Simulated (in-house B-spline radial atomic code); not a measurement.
Checks on a self-consistent run for Nd⁵⁺, [Ar] (3d3/2)3 (3d5/2)5 4s2 4p6 4d10 4f3 5s2 5p6. Level of theory: Dirac-Hartree-Fock, average of the jj configuration, Fermi nucleus of rms radius 4.9123 fm; calculated with a B-spline radial code for spherical atoms.

| orbital | q | ε (Eh) | <1/r> | <r²> | small-component weight |
| --- | --- | --- | --- | --- | --- |
| 1s1/2 | 2 | -1617.22805 | 66.0421 | 0.000759779 | 0.049535 |
| 2s1/2 | 2 | -271.33888 | 15.6693 | 0.0119234 | 0.010869 |
| 2p1/2 | 2 | -256.41573 | 15.6067 | 0.00874301 | 0.010863 |
| 2p3/2 | 4 | -237.26798 | 14.038 | 0.00998242 | 0.010172 |
| 3s1/2 | 2 | -64.34142 | 5.75889 | 0.0786577 | 0.0034678 |
| 3p1/2 | 2 | -57.92529 | 5.66096 | 0.0737744 | 0.0033933 |
| 3p3/2 | 4 | -53.97930 | 5.27174 | 0.0806369 | 0.0032116 |
| 3d3/2 | 3 | -43.48697 | 5.11069 | 0.0659527 | 0.0030502 |
| 3d5/2 | 5 | -42.63461 | 5.01281 | 0.0678856 | 0.0029969 |
| 4s1/2 | 2 | -15.95830 | 2.41941 | 0.39198 | 0.0011027 |
| 4p1/2 | 2 | -13.42522 | 2.32061 | 0.412764 | 0.0010364 |
| 4p3/2 | 4 | -12.50169 | 2.19607 | 0.446641 | 0.0009786 |
| 4d3/2 | 4 | -8.24241 | 2.01884 | 0.505581 | 0.00085922 |
| 4d5/2 | 6 | -8.08170 | 1.98796 | 0.517921 | 0.00084342 |
| 4f5/2 | 1.2857 | -3.37419 | 1.60971 | 0.708381 | 0.00057083 |
| 4f7/2 | 1.7143 | -3.35735 | 1.6018 | 0.714799 | 0.00056713 |
| 5s1/2 | 2 | -4.16694 | 0.979428 | 2.0392 | 0.00026091 |
| 5p1/2 | 2 | -3.29347 | 0.89952 | 2.38551 | 0.00022675 |
| 5p3/2 | 4 | -3.12806 | 0.857911 | 2.5742 | 0.00021169 |

Electron-electron repulsion V_ee = 3275.1059 hartree.

Question: What total energy follows from the eigenvalues?

Answer: The eigenvalues count the repulsion twice, so E = Σqε - V_ee = -6270.882 - 3275.106 = -9545.988 hartree; the run printed -9545.988.

Question: Does the Dirac virial theorem hold?

Answer: For a point nucleus E = -2c²Σq·w, with w the small-component weight. Here Σq·w = 0.25414 and c = 137.0360, so the ratio E/(-2c²Σq·w) is 1.000098; the finite nucleus accounts for the departure from 1.

Question: What diamagnetic shielding (Lamb formula) and susceptibility (Langevin formula) do the radii give?

Answer: σ = (α²/3)Σq<1/r> = 385.384/(3·137.036²) = 6840.7 ppm, and χ = -0.79199×10⁻⁶·Σq<r²> = -24.6×10⁻⁶ cm³/mol with Σq<r²> = 31.056 bohr². Both are non-relativistic formulas without the paramagnetism of open shells; for so heavy an element the full relativistic shielding is larger by tens of per cent.
